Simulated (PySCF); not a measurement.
## Computed properties of C2H6F2O2Sn, SMILES [OH][Sn]([F])([O]CC)[F]

Sn(F)2(OH)(OEt) (C₂H₆F₂O₂Sn), SMILES CC[O][Sn]([OH])([F])[F]. Geometry optimised at PBE0-D3(BJ)/def2-SVP. The def2 effective core potentials stand for the cores of Sn; spin–orbit coupling is left out. Other conformers were not sampled. All values are computed for the isolated molecule unless a solvent is named; none is compared with measurement here.

**Structure.** All 33 harmonic modes at PBE0-D3(BJ)/def2-SVP (PySCF) are real, so it is a minimum. With heavy atoms numbered as in [CH3:1][CH2:2][O:3][Sn:4]([OH:5])([F:6])[F:7], the shortest bond between them is C2–O3 at 1.423 Å and the longest Sn4–O5 at 1.948 Å.

**Vibrations.** The strongest infrared lines (harmonic, unscaled, degenerate partners summed) lie at 1131 cm⁻¹ (149 km/mol, C 50 %, H 31 %, O 19 %), 3872 cm⁻¹ (130 km/mol, H 94 %), 189 cm⁻¹ (88 km/mol, F 40 %, O 35 %, H 13 %, Sn 11 %). The softest mode is at 25 cm⁻¹ and the zero-point energy is 54.8 kcal/mol.

**Electronic structure.** r2SCAN/def2-TZVP (PySCF) places the frontier levels at -7.38 and -3.35 eV, a gap of 4.03 eV, and gives a dipole moment of 1.04 D.

**Excitations.** TDA-B3LYP/def2-SVPD (PySCF) has S1 at 4.28 eV (290 nm, f = 0.004, weak); the most intense of the 6 singlets computed lies at 6.66 eV (f = 0.14). T1 (TDA) is at 3.92 eV, 0.36 eV under S1. No vertical singlet excitation falls in the visible range (under 3.1 eV).
